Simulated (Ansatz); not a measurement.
Program: Ansatz. Geometries: PBE0-D4/def2-TZVP. ΔE: electronic, gas phase. CBS: MP2 limit from def2 TZ/QZ plus the TZ coupled-cluster correction, frozen cores. DFT in def2-TZVPP. Elements past krypton have def2 core potentials. For Te outer-core shells are correlated without core-valence functions, which leaves a few kJ/mol of doubt a bond. One conformer a species, not always the lowest.

Consider the formal exchange of groups at a C–C bond: `CC(C)(N)O` + `CC[Te]B(O)O` → `CC(C)[Te]B(O)O` + `CC(N)O`.

```csv
level,ΔE (kcal/mol)
ωB97M-V,-1.1
PBE0,-1.7
```

(1) What does CCSD(T)/CBS give? (An estimate is asked.)

Largest T1 diagnostic among the species: 0.012.

## Answers

(1) Ansatz gave: -1.6 kcal/mol. The listed levels differ from it by 0.5, -0.1 kcal/mol.

CCSD(T)/CBS has its own doubt, a few kJ/mol and more with outer-core shells, so smaller differences from it don't rank the levels.
